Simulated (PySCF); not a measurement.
C2H5FGaN.
Cartesian coordinates in Å at the PBE0-D3(BJ)/def2-SVP level; atoms count from 1:
```
atom  x, y, z in Å
C1    -2.3398   -0.2327   -0.0639
C2    -0.9118   -0.0144    0.0105
N3     0.2260    0.1489    0.0773
Ga4    2.3671    0.2493    0.2861
F5     2.4861   -1.3343    1.0900
H6    -2.8742    0.6879    0.2105
H7    -2.6239   -1.0353    0.6318
H8    -2.6205   -0.5245   -1.0858
H9     2.4807    1.4671    1.2710
H10    2.7840    0.2189   -1.2278
```

Method used: PBE0-D3(BJ)/def2-SVP geometry optimisation, gas phase in PySCF.

Take the most abundant isotopes and a rigid rotor. 

Problem. Give the principal moments of inertia and the rotational constants in MHz.

Solution. Ia = 57.22, Ib = 402.71, Ic = 448.73 u·Å²; 505379 MHz·u·Å²/I gives A = 8833, B = 1255, C = 1126 MHz.

Problem. What kind of rotor is it?

Solution. A near-prolate asymmetric top; Ray's κ = -0.967.

Problem. Is it planar, by Δ = Ic − Ia − Ib?

Solution. Not planar: Δ = Ic − Ia − Ib = -11.20 u·Å². For a rigid frame Δ = −2 Σ m c², so Σ m c² = 5.60 u·Å² lies off the ab plane, practically all of it from hydrogen. The atom farthest from that plane is 1.41 Å away.

Problem. List the rotational levels J(Ka,Kc) to J = 3 (K).

Solution. Above 0(0,0), as E/k:
J = 1: 1(0,1) 0.114, 1(1,1) 0.478, 1(1,0) 0.484
J = 2: 2(0,2) 0.343, 2(1,2) 0.700, 2(1,1) 0.719, 2(2,1) 1.810, 2(2,0) 1.810
J = 3: 3(0,3) 0.685, 3(1,3) 1.034, 3(1,2) 1.071, 3(2,2) 2.153, 3(2,1) 2.153, 3(3,1) 3.987, 3(3,0) 3.987
Those of J = 1 are B + C, A + C and A + B.

Problem. Predict some low-J microwave lines.

Solution. The dipole components are |μa| = 8.04 D, |μb| = 1.14 D, |μc| = 0.00 D. Intensities carry the squares of the components, which stand as 1.00 : 0.02 : 0.00 (a : b : c). Some lines, for components of 0.1 D or more:

```
type  branch         J(Ka,Kc)    MHz  lower level (cm⁻¹)
   a       Q  3(1,2) ← 3(1,3)    772               0.719
   a       R  2(1,2) ← 1(1,1)   4634               0.332
   a       R  3(1,3) ← 2(1,2)   6949               0.487
   a       R  4(1,4) ← 3(1,3)   9264               0.719
   b       R  4(1,4) ← 3(0,3)  16527               0.476
   b       Q  4(2,2) ← 4(1,3)  22310               1.071
   b       Q  3(2,1) ← 3(1,2)  22549               0.744
   b       R  3(2,1) ← 2(1,2)  30271               0.487
   b       R  4(2,2) ← 3(1,3)  32861               0.719
   b       Q  3(3,1) ← 3(2,2)  38212               1.496
   b       R  4(3,2) ← 3(2,1)  47731               1.496
   b       R  4(4,1) ← 3(3,0)  63020               2.771
```

Stationary, but not proved a minimum. Zero-point vibration and centrifugal distortion are left out. A rigid rotor knows nothing of internal rotation, which can split or shift real lines. Quadrupole hyperfine structure (14N, 69Ga) is left out.
